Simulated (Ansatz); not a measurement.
The cluster Cu₃S⁺. The state is a singlet with charge 1. Geometry PBE0-D4/def2-SVP, basis def2-TZVP, Ansatz.

```xyz
4

Cu   -1.085    1.004   -0.628
Cu   -0.373   -0.570    1.455
Cu    1.527    0.467   -0.170
S    -0.070   -0.901   -0.657
```

```csv
run,HOMO (eV),LUMO (eV)
A,-10.48,-8.38
B,-11.67,-7.33
C,-14.05,-5.10
D,-10.48,-8.09
```

LC-ωPBE has ω = 0.4 bohr⁻¹. The structure comes from a short search, and lower isomers may exist.

Question: The runs used LC-ωPBE, PBE, PBE0, r2SCAN. Estimate which is which.

Answer: A PBE (0 % exact exchange); B PBE0 (25 % exact exchange); C LC-ωPBE (range-separated); D r2SCAN (0 % exact exchange). Exact exchange lowers occupied and raises empty levels; among semilocal functionals meta-GGAs tend to open the gap a little, and such runs are hard to tell apart. The gap grows from 2.09 eV (PBE) to 8.95 eV (LC-ωPBE).
